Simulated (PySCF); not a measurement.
# Working out the excitation energy of Sn

Sn [Kr] 4d10 5s2 5p2 (3P) → Sn [Kr] 4d10 5s2 5p1 6s1 (3P). Calculation: PySCF 2.14, in aug-cc-pwCVDZ-PP with ECP28MDF; a scalar-relativistic core potential. Frozen: 4s2 4p6 4d10. Energies in hartree (1 hartree = 27.21139 eV):

| part | Sn (lower) | Sn (upper) |
| --- | --- | --- |
| UHF | -213.335733 | -213.180456 |
| CCSD correlation | -0.051890 | -0.050700 |
| (T) | -0.000945 | -0.001070 |

Q: What does Hartree-Fock give?

A: (-213.180456) − (-213.335733) = 0.155277 hartree = 4.225 eV.

Q: What do CCSD and CCSD(T) give?

A: The CCSD correlation energies differ by 0.001190 hartree = 0.032 eV and the triples by -0.000125 hartree = -0.003 eV, so CCSD gives 4.257 eV and CCSD(T) 4.254 eV.

Measured between the centres of the two terms (NIST): 4.275 eV, so CCSD(T) (valence) is off by -0.021 eV.

A double-zeta basis recovers only part of the correlation energy.

What remains against the reference includes basis incompleteness, the frozen core and higher excitations.
